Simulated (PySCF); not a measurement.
# `CC1=CCCP1N(C)C`: 4 charge schemes on one density

Species: C7H14NP.
Geometry (GFN2-xTB, Å), atoms numbered from 1 in this order:
```
atom  x, y, z in Å
C1     1.6263    1.9745    0.6609
C2     1.3420    0.5442    0.3521
C3     2.0163   -0.2386   -0.4809
C4     1.5538   -1.6509   -0.6549
C5     0.3777   -1.8943    0.2983
P6    -0.0541   -0.2919    1.2037
N7    -1.3367    0.4228    0.3304
C8    -2.6475    0.3742    0.9449
C9    -1.3940    0.3996   -1.1140
H10    1.9744    2.0723    1.6893
H11    0.7112    2.5585    0.5665
H12    2.3831    2.3815   -0.0073
H13    2.8765    0.0937   -1.0469
H14    2.3749   -2.3400   -0.4415
H15    1.2634   -1.8145   -1.6977
H16   -0.5085   -2.2656   -0.2197
H17    0.6403   -2.6352    1.0548
H18   -3.2232   -0.5102    0.6446
H19   -2.5314    0.3634    2.0275
H20   -3.2165    1.2632    0.6590
H21   -1.9746    1.2584   -1.4617
H22   -1.8703   -0.5103   -1.5024
H23   -0.3878    0.4723   -1.5219
```

Density: PBE0/pcSseg-1 (PySCF); schemes: Mulliken, IAO, Hirshfeld and ESP-fitted. Isolated species at its GFN2-xTB geometry (one conformer only).

Atoms with like bonding are taken together and averaged. For which atoms does the sign change between the 4 schemes (beyond +0.03 e in one, beyond −0.03 e in another)?

C2, C5, P6 and N7.

Which atoms carry the lowest charge in the Mulliken, IAO, Hirshfeld and ESP-fitted schemes?

The schemes don't all agree: Mulliken N7 (-0.770); IAO C5 (-0.472); Hirshfeld N7 (-0.130); ESP-fitted C1 (-0.654).

What partial charge does each atom carry?

In e; atoms taken as equivalent share a row and are averaged (×n: the atom named and its like, n in all):

```csv
atom,environment,Mulliken,IAO,Hirshfeld,ESP-fitted
C1,allylic carbon,-0.133,-0.423,-0.124,-0.654
C2,fully substituted alkene carbon,-0.604,-0.194,-0.050,+0.207
C3,alkene CH carbon,-0.059,-0.159,-0.050,-0.034
C4,allylic carbon,-0.149,-0.266,-0.073,-0.334
C5,sp3 carbon bound to phosphorus,-0.477,-0.472,-0.125,+0.184
P6,three-coordinate phosphorus,+0.674,+0.597,+0.178,-0.310
N7,nitrogen bonded to 2 C and P,-0.770,-0.438,-0.130,+0.101
C8/C9,N-methyl carbon,-0.071,-0.305,-0.077,-0.335
H10/H11/H12,methyl hydrogen,+0.121,+0.150,+0.042,+0.179
H13,vinylic hydrogen,+0.074,+0.140,+0.044,+0.077
H14/H15,methylene hydrogen,+0.132,+0.142,+0.040,+0.100
H16/H17,methylene hydrogen,+0.148,+0.147,+0.035,+0.012
H18 (×6),methyl hydrogen,+0.111,+0.133,+0.034,+0.112
```

Mean size of the charges over all atoms: IAO 0.223 e, Mulliken 0.203 e, ESP-fitted 0.174 e, Hirshfeld 0.061 e. Each set sums to the total charge, 0, to within 0.001 e. The ESP scheme fits charges at the nuclei, held to the total charge, to the electrostatic potential on points at 1.4 to 2.0 times the van der Waals radii. The Mulliken scheme counts on each atom the diagonal of the density matrix times the overlap matrix over that atom's basis functions.

Some averages cover members that differ in this geometry: C8/C9, ESP-fitted -0.431 to -0.239; H18 (×6), ESP-fitted +0.077 to +0.141; H18 (×6), Mulliken +0.089 to +0.141; H18 (×6), IAO +0.112 to +0.151 e.

Sum the charges by element, for elements with more than one atom.

```csv
element,atoms,Mulliken,IAO,Hirshfeld,ESP-fitted
C,7,-1.564,-2.123,-0.577,-1.301
H,14,+1.661,+1.964,+0.528,+1.510
```

How closely do the schemes follow one another over all atoms?

Correlation coefficient and root-mean-square difference: IAO with Hirshfeld 1.00, 0.187 e; Mulliken with Hirshfeld 0.86, 0.228 e; Mulliken with IAO 0.86, 0.149 e; IAO with ESP-fitted 0.32, 0.284 e; Hirshfeld with ESP-fitted 0.31, 0.215 e; Mulliken with ESP-fitted -0.09, 0.381 e.

How many electrons does the ESP-fitted scheme count on C9?

Its own charge is -0.431 e, so Z − q = 6.431.
